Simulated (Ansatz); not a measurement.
A thermochemical cycle in electronic energies (no zero-point or thermal terms), species as SMILES, kcal/mol. Each molecule is optimised on its own at B3LYP-D3(BJ)/def2-TZVP (Ansatz, a first-principles code), one conformer each, not searched for the lowest. Cores are frozen in the correlated levels unless marked. Open shells are spin-unrestricted. No spin-orbit coupling. No relativistic terms. CBS(X,Y): correlation extrapolated as X^-3; Hartree-Fock from the larger set. [CCSD(T)-MP2]/basis is that difference in the basis named. Anions need diffuse functions, of which def2-TZVPD holds fewer than the aug- sets.

```json
[
 {"step": "electron affinity EA, positive where the anion is bound: [CH2]B(C)F + e- → [CH2-]B(C)F", "RI-MP2/CBS(aug-cc-pVTZ,aug-cc-pVQZ)+[CCSD(T)-MP2]/aug-cc-pVTZ (Ansatz)": "38.2", "r2SCAN-D4/def2-TZVPD (Ansatz + dftd4)": "32.2"},
 {"step": "deprotonation energy A: CB(C)F [fluoro(dimethyl)borane] → [CH2-]B(C)F + H+", "RI-MP2/CBS(aug-cc-pVTZ,aug-cc-pVQZ)+[CCSD(T)-MP2]/aug-cc-pVTZ (Ansatz)": "379.9", "r2SCAN-D4/def2-TZVPD (Ansatz + dftd4)": "381.0"},
 {"step": "ionisation of the H atom at the same level, IE", "RI-MP2/CBS(aug-cc-pVTZ,aug-cc-pVQZ)+[CCSD(T)-MP2]/aug-cc-pVTZ (Ansatz)": "313.7", "r2SCAN-D4/def2-TZVPD (Ansatz + dftd4)": "313.7"}
]
```

### Question
Find the bond energy D: CB(C)F -> [CH2]B(C)F + H atom.

### Answer
Breaking the bond, ionising the H atom and attaching the electron to the radical add up to the deprotonation, A = D + IE - EA. At RI-MP2/CBS(aug-cc-pVTZ,aug-cc-pVQZ)+[CCSD(T)-MP2]/aug-cc-pVTZ: D = A - IE + EA = 379.9 - 313.7 + 38.2 = 104.4. At r2SCAN-D4/def2-TZVPD: D = A - IE + EA = 381.0 - 313.7 + 32.2 = 99.5. The functional differs from the first level by -4.9 in D, -6.0 in EA and +1.1 in A; for EA and A the gap mixes functional and basis.
